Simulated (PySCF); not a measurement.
Job file and geometry (Å, from GFN2-xTB) of an NMR shielding run on SMILES [C@@H]1(C(Cl)Cl)C(B(F)F)=C1F, C4H2BCl2F3, GIAO PBE0/pcSseg-1 NMR shielding, non-relativistic, gas phase in PySCF 2.14.0, density-fitted response routines; density fitting, a coarse starting grid and PySCF grid level 2 are the driver's defaults:

```
$ OMP_NUM_THREADS=1 python probes_run.py task.json out

{"job": {"kind": "nmr", "xc": "PBE0", "basis": "pcSseg-1"}, "charge": 0, "multiplicity": 1}
F      2.689258    -1.045691     0.382261
B      2.177385     0.157067     0.522310
F      2.928863     1.018829     1.169717
C      0.807376     0.525129    -0.035437
C     -0.194963     1.352717    -0.209372
F     -0.716043     2.532356    -0.054306
C     -0.450818     0.010556    -0.760431
C     -1.383916    -0.956670    -0.066334
Cl    -1.100796    -0.967924     1.686385
Cl    -3.079793    -0.505380    -0.398951
H     -0.426078    -0.143192    -1.835258
H     -1.249275    -1.978482    -0.426613
```

Task: What does the program print?

Result: 
```
coarse grid: 13176 points
cycle   1  E = -1397.3721880462  dE =  1.691e+00  |g| = 7.893e-01  |ddm| = 3.396e+00
cycle   2  E = -1397.2382019009  dE =  1.340e-01  |g| = 1.183e+00  |ddm| = 1.400e+00
cycle   3  E = -1397.4868142223  dE = -2.486e-01  |g| = 9.908e-02  |ddm| = 8.906e-01
cycle   4  E = -1397.4883222609  dE = -1.508e-03  |g| = 6.436e-02  |ddm| = 1.397e-01
cycle   5  E = -1397.4892424464  dE = -9.202e-04  |g| = 1.647e-02  |ddm| = 6.084e-02
cycle   6  E = -1397.4892957903  dE = -5.334e-05  |g| = 5.071e-03  |ddm| = 1.629e-02
cycle   7  E = -1397.4893010370  dE = -5.247e-06  |g| = 1.851e-03  |ddm| = 6.230e-03
final grid: 125088 points
cycle   8  E = -1397.5613075581  dE = -6.876e-05  |g| = 7.756e-03  |ddm| = 3.307e-02
cycle   9  E = -1397.5612929788  dE =  1.458e-05  |g| = 1.117e-02  |ddm| = 1.507e-02
cycle  10  E = -1397.5613190256  dE = -2.605e-05  |g| = 1.534e-03  |ddm| = 1.042e-02
cycle  11  E = -1397.5613193902  dE = -3.646e-07  |g| = 4.598e-04  |ddm| = 1.745e-03
cycle  12  E = -1397.5613194294  dE = -3.915e-08  |g| = 1.458e-04  |ddm| = 4.614e-04
cycle  13  E = -1397.5613194340  dE = -4.610e-09  |g| = 5.049e-05  |ddm| = 1.553e-04
cycle  14  E = -1397.5613194345  dE = -5.539e-10  |g| = 1.045e-05  |ddm| = 4.521e-05
converged SCF energy = -1397.5613194345

GIAO shielding tensors (ppm)
atom      isotropic    diamagn.    paramagn.     s11        s22        s33       span
  0 F      254.225     467.691    -213.466     86.334    304.112    372.228    285.894
  1 B       82.092     193.636    -111.544     75.183     81.938     89.154     13.971
  2 F      247.553     465.325    -217.772     90.775    283.010    368.873    278.097
  3 C      105.305     257.296    -151.991     10.468    130.242    175.205    164.737
  4 C       12.269     253.409    -241.140   -120.856     67.832     89.831    210.686
  5 F      269.411     469.811    -200.401     97.764    201.623    508.845    411.081
  6 C      145.503     248.303    -102.800     98.567    132.235    205.707    107.139
  7 C       96.674     243.641    -146.967     54.932    110.010    125.080     70.149
  8 Cl     704.631    1146.008    -441.377    428.573    742.836    942.485    513.912
  9 Cl     658.941    1144.879    -485.938    404.935    562.986   1008.902    603.967
 10 H       28.762      29.569      -0.807     23.088     27.076     36.122     13.034
 11 H       25.398      27.888      -2.490     21.412     25.049     29.734      8.322
```

Size and cost of the density-fitted run: 194 basis functions, 38 s wall time on 1 thread of an Arm Neoverse V2, shared host; peak memory 0.88 GiB.
